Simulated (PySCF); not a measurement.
Molecular orbitals of InSi⁻

B2PLYP at R = 2.616 Å; PySCF, scalar-relativistic core potentials, basis sets In def2-SVPD with ECP28, Si def2-SVPD. State: ³Σ⁻ (triplet), unpaired electrons π ↑↑. Only the outer orbitals are listed, counted within each symmetry, core potentials removing the inner ones.

```
spin  orbital  occ.  ε (eV)  on In (%)            main shells (%)
   α       7σ     1   -9.08         19           79 Si s, 16 In s
   α       8σ     1   -4.63         70  69 In s, 18 Si s, 11 Si p
   α       4π     1   -0.97         31           69 Si p, 26 In p
   α       4π     1   -0.97         31           69 Si p, 26 In p
   α       9σ     1   -0.32         52           44 In p, 41 Si p
   α       5π     0    3.85         79  65 In p, 16 Si p, 14 In d
   α       5π     0    3.85         79  65 In p, 16 Si p, 14 In d
   β       7σ     1   -7.31         32           66 Si s, 28 In s
   β       8σ     1   -4.00         63  60 In s, 27 Si s, 10 Si p
   β       9σ     1   -0.03         55           48 In p, 37 Si p
   β       4π     0    3.15         80           78 In p, 23 Si p
   β       4π     0    3.15         80           78 In p, 23 Si p
```

Question: Which are the highest filled and the lowest empty level, where do they sit, and how wide is the gap?

Answer: Highest filled β 9σ at -0.03 eV (in %: 48 In p, 37 Si p); lowest empty β 4π at 3.15 eV (in %: 78 In p, 23 Si p); the gap at B2PLYP is 3.18 eV. An empty level above zero is unbound, and its energy depends on the basis.

```json
{"bond order (Mayer)": "1.80", "⟨S²⟩": "2.009", "charge on In (Mulliken, basis-dependent)": "-0.53", "charge on In (Löwdin, basis-dependent)": "-0.61", "dipole moment (positive dipole points towards Si; it is taken about the centre of mass and depends on that origin)": "-3.98 D"}
```

Correlated steps freeze 9 core orbitals. Spin–orbit coupling is left out. B2PLYP dipoles, levels and charges come from its SCF part alone. The state is the lowest determinant that a PBE0 search found; another state may lie lower at other levels.
